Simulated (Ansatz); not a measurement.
C2H8ClInN2, SMILES `C[N](C)[In]([NH2])[Cl]`, relaxed with RKS PBE0-D4/def2-TZVP in Ansatz 0.2.0 from a GFN2-xTB geometry. The force threshold is 0.005 eV/Å; the program also tests the step.

The species carries charge 0 and has multiplicity 1. In: def2 effective core potential.

Start:

```xyz
14

C     1.916   -0.047    0.595
N     0.496    0.212    0.617
C    -0.232   -0.785    1.364
In   -0.409    0.705   -1.249
N    -2.473    0.542   -1.467
Cl    0.615    2.302   -2.586
H     2.312    0.082    1.609
H     2.169   -1.066    0.263
H     2.403    0.679   -0.060
H    -0.016   -1.816    1.043
H    -1.302   -0.591    1.270
H     0.044   -0.701    2.421
H    -2.797   -0.421   -1.438
H    -2.724    0.905   -2.383
```

```csv
step,energy (eV),largest force (eV/Å),largest move (Å)
1,-22874.6949,1.220,0.000
2,-22874.8693,0.734,0.169
3,-22874.9083,0.440,0.095
4,-22874.9251,0.254,0.151
5,-22874.9287,0.159,0.042
6,-22874.9342,0.065,0.082
7,-22874.9358,0.079,0.083
8,-22874.9364,0.029,0.012
9,-22874.9366,0.023,0.024
10,-22874.9367,0.007,0.010
11,-22874.9367,0.009,0.006
12,-22874.9367,0.003,0.002
```

End:

```xyz
14

C     1.877    0.021    0.558
N     0.451   -0.073    0.391
C    -0.183   -0.948    1.341
In   -0.510    0.732   -1.162
N    -2.491    0.744   -1.517
Cl    0.833    2.055   -2.538
H     2.133    0.408    1.556
H     2.370   -0.958    0.454
H     2.315    0.696   -0.180
H     0.190   -1.982    1.268
H    -1.266   -0.976    1.197
H     0.000   -0.612    2.373
H    -2.986   -0.103   -1.274
H    -2.732    0.996   -2.466
```

Run time 22 s (2 threads of an AMD EPYC 7R13 on a shared host and a share of an NVIDIA H100 80 GB); peak host memory 0.96 GiB.
